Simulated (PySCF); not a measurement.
A GIAO shielding run with PySCF 2.14.0 with density-fitted response routines (density fitting, scalar relativity only through the core potential, gas phase) on `C[Te]C`, C2H6Te:

```
{"job": {"kind": "nmr", "xc": "KT2", "basis": {"default": "pcSseg-1", "Te": "def2-TZVP"}, "pop": false}, "charge": 0, "multiplicity": 1}
Te     0.006275     0.008610    -1.466108
C      1.569389    -0.014845     0.013106
H      1.495226    -0.925865     0.620814
H      1.496337     0.878339     0.646889
H      2.530762    -0.007349    -0.517688
C     -1.569532     0.015336    -0.000218
H     -1.510578     0.926331     0.609118
H     -1.491587    -0.877801     0.633097
H     -2.526292    -0.002746    -0.539011
```

Hardware: 1 thread of an Arm Neoverse V2, shared host.

Q: How large is the calculation?

A: 42 electrons, 114 basis functions and 566 auxiliary functions.

Q: How long does it take?

A: 8.5 s of wall time, with 13 SCF cycles. Times on a shared host scatter by some tens of per cent.

Q: And these other runs on the same molecule and hardware: GIAO shielding at PBE0/pcSseg-1 (def2-TZVP on Te)?

A: PBE0/pcSseg-1 (def2-TZVP on Te): 114 functions, 6.1 s.
